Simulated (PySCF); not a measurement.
Working out the excitation energy of S⁺

S⁺ [Ne] 3s2 3p3 (4S) → S⁺ [Ne] 3s1 3p3 4s1 (6S). Computed with PySCF 2.14 in aug-cc-pwCVDZ, with no relativity, point nucleus. Frozen: 1s2. Energies in hartree (1 hartree = 27.21139 eV):

| part | S⁺ (lower) | S⁺ (upper) |
| --- | --- | --- |
| UHF | -397.160287 | -396.479596 |
| CCSD correlation | -0.237499 | -0.177431 |
| (T) | -0.002546 | -0.001006 |

Problem. What does Hartree-Fock give?

Solution. (-396.479596) − (-397.160287) = 0.680691 hartree = 18.523 eV.

Problem. What do CCSD and CCSD(T) give?

Solution. The CCSD correlation energies differ by 0.060068 hartree = 1.635 eV and the triples by 0.001540 hartree = 0.042 eV, so CCSD gives 20.158 eV and CCSD(T) 20.200 eV.

A double-zeta basis recovers only part of the correlation energy.
